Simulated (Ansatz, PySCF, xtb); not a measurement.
Complex: CH4 (SMILES C) (first 5 atoms) with ClH3Si (SMILES [SiH3]Cl); geometry from B3LYP-D3(BJ)/def2-TZVP, rigid monomers moved along the line of their centres of mass till C1···Si6 is 3.44 Å.
(charge 0, multiplicity 1):
```xyz
10

C      0.002    -0.090     0.208
H      0.385    -0.037    -0.810
H     -0.334    -1.106     0.415
H      0.790     0.181     0.908
H     -0.835     0.599     0.316
Si    -0.927    -0.042     3.522
Cl     1.090     0.392     3.645
H     -1.587     1.016     2.735
H     -1.474    -0.084     4.892
H     -1.086    -1.353     2.864
```

Monomers are frozen at their geometry in the pair; levels with a basis set take the counterpoise correction.

Rows in 6-31G* carry no dispersion term and start afresh at each structure (6-31G* with six Cartesian d functions).

Codes used: Ansatz (an electronic-structure program); PySCF for 6-31G* rows, the dispersion terms; xtb for the GFN methods. Values without a source in brackets are computed.

Problem. One of these levels gives 2.13 kcal/mol for the interaction energy. Which?
A. GFN2-xTB
B. HF/6-31G*
C. PBE-D4/def2-TZVPPD
D. B3LYP/def2-TZVPPD

Solution. D, B3LYP/def2-TZVPPD. The others give -0.09 (GFN2-xTB), 2.99 (HF/6-31G*), -0.43 (PBE-D4/def2-TZVPPD)
